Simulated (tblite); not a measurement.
C6H3ClFO (doublet state).
SMILES: `[O]c1c(F)cccc1Cl`

The geometry is computed with GFN2-xTB (gas phase). This method treats the open shell by occupation alone, without spin polarisation.

Take the most abundant isotopes and a rigid rotor. 

Question: Give the principal moments of inertia and the rotational constants in MHz.

Answer: Ia = 209.34, Ib = 433.78, Ic = 643.12 u·Å²; 505379 MHz·u·Å²/I gives A = 2414, B = 1165, C = 785.8 MHz.

Question: Classify the top.

Answer: An asymmetric top; Ray's κ = -0.534.

Question: What does the inertial defect say?

Answer: Planar: Δ = Ic − Ia − Ib = 0.00 u·Å². For a rigid frame Δ = −2 Σ m c², so it vanishes when all atoms lie in the ab plane; here none is more than 0.01 Å from it.

Question: Give the coordinates in the principal-axis frame, origin at the centre of mass.

Answer: The sense of each axis is arbitrary; atoms in the order of the calculation.
| atom | mass (u) | a (Å) | b (Å) | c (Å) |
| --- | --- | --- | --- | --- |
| O1 | 15.995 | -0.053 | 1.923 | 0.001 |
| C2 | 12.000 | 0.195 | 0.722 | 0.001 |
| C3 | 12.000 | 1.550 | 0.176 | 0.000 |
| F4 | 18.998 | 2.551 | 1.061 | 0.000 |
| C5 | 12.000 | 1.828 | -1.161 | -0.001 |
| C6 | 12.000 | 0.779 | -2.084 | 0.000 |
| C7 | 12.000 | -0.543 | -1.658 | 0.001 |
| C8 | 12.000 | -0.841 | -0.314 | 0.000 |
| Cl9 | 34.969 | -2.453 | 0.228 | -0.001 |
| H10 | 1.008 | 2.855 | -1.491 | -0.004 |
| H11 | 1.008 | 1.001 | -3.139 | 0.001 |
| H12 | 1.008 | -1.345 | -2.380 | 0.003 |

Question: Estimate the classical rotational partition function at 25 K, 50 K and 500 K.

Answer: Point group Cs, symmetry number σ = 1; q = (√π/σ)·√((kT/h)³/(ABC)), k/h = 20836.6 MHz/K: 14200 at 25 K, 40100 at 50 K, 1270000 at 500 K.

For this open shell read J as N, the rotation without spin; fine and hyperfine splittings come on top. Its GFN2-xTB frequencies are all real (lowest 87 cm⁻¹). Zero-point vibration and centrifugal distortion are left out.
